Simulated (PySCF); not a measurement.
Exercise with solution: refractive index and permittivity of the vapour

Te(SH)(SeH) (H₂SSeTe), SMILES S[Te][SeH].

Coordinates come from a PBE0-D3(BJ)/def2-SVP optimisation. The def2 effective core potentials stand for the cores of Te; spin–orbit coupling is left out. The values are those of a single conformer.

ωB97X/def2-TZVPD in PySCF gives a mean static polarisability of 96.4 bohr³ and a dipole moment of 1.48 D. Take an ideal gas at 298.15 K and 1 bar, whether or not the substance is that volatile.

**Question.** Work out n − 1 in the optical limit and the static ε − 1.

**Answer.** 
Polarisability volume α' = 96.4 × 0.148185 = 14.29 Å³. Number density N = p/kT = 2.43e-5 Å⁻³.
Dilute limit of Lorentz–Lorenz: n − 1 = 2π N α' = 0.0022.
Orientation term of Debye: μ²/(3kT) = 8.098 Å³ × μ²(D²) = 17.74 Å³.
ε − 1 = 4π N (α' + μ²/3kT) = 0.0098. Orientation of the dipole supplies 55 % of the static response; it can't follow optical fields. Vibrational polarisation and dispersion are left out.
